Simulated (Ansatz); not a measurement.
GeSe+, multiplicity 2 (lowest of 2S+1 = 2, 4 at CCSD(T)/def2-TZVPP on PBE0 minima; our sources give no spin for the ground state, which may be another), most abundant isotopes (73.9212 and 79.9165 u). Constants from fifth-degree fits in 1/R to seven points on the lowest solution found; no spin–orbit coupling, no relativity up to Kr; ω_e x_e and α_e move by some per cent with the fit.

Correlated levels freeze the inner cores; with def2 sets outer-core shells near the valence are correlated too.

The values were computed with Ansatz (Gaussian orbitals). Each number belongs to the level named beside it.

```tsv
level	r_e (Å)	ω_e (cm⁻¹)	ω_e x_e (cm⁻¹)	α_e (cm⁻¹)
PBE/def2-TZVPP	2.3216	311.3	0.721	0.000270
CCSD(T)/def2-TZVPP	2.2961	328.7	0.769	0.000267
```

### Question
Derive the rotational constants, the centrifugal constant, the fundamental, the zero-point energy and the force constant.

### Answer

μ = 38.40101 u.
- PBE/def2-TZVPP: B_e = 16.8576/(μ r_e²) = 0.081445 cm⁻¹; B₀ = B_e − α_e/2 = 0.081311 cm⁻¹; D = 4B_e³/ω_e² = 2.23e-08 cm⁻¹; fundamental ω_e − 2ω_e x_e = 310 cm⁻¹; zero-point energy ω_e/2 − ω_e x_e/4 = 155 cm⁻¹; k = μ(2πcω_e)² = 219 N/m
- CCSD(T)/def2-TZVPP: B_e = 16.8576/(μ r_e²) = 0.083266 cm⁻¹; B₀ = B_e − α_e/2 = 0.083133 cm⁻¹; D = 4B_e³/ω_e² = 2.14e-08 cm⁻¹; fundamental ω_e − 2ω_e x_e = 327 cm⁻¹; zero-point energy ω_e/2 − ω_e x_e/4 = 164 cm⁻¹; k = μ(2πcω_e)² = 244 N/m

Ansatz is a first-principles code.
